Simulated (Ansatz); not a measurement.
A structure relaxed at PBE-D4/def2-SVP in Ansatz, charge 0, singlet:

```tsv
atom	x (Å)	y (Å)	z (Å)
Si1	1.007	1.989	-0.472
Si2	-0.013	0.339	0.976
Si3	0.349	0.146	-1.592
Si4	-0.718	-1.636	-0.217
Ge5	-0.357	-1.777	-2.631
Ge6	-1.075	-1.458	2.092
Ge7	0.807	2.398	1.843
```

Q: Give its formula and point group.

A: Si₄Ge₃. Point group Cs (tolerance 0.1 Å).

Q: Summarise the bond lengths by kind (pairs closer than 1.2 times the sum of covalent radii, bridged metal pairs left out).

A: 6 × Ge–Si 2.30 to 2.44 Å; 5 × Si–Si 2.25 to 2.60 Å.

The restricted singlet is unstable towards broken spin symmetry in Hartree–Fock (as tested in another run); at PBE-D4/def2-SVP this wasn't settled. Another isomer (singlet) lies 1.62 eV lower at PBE0-D4/def2-TZVP; other spin states weren't run for this one.
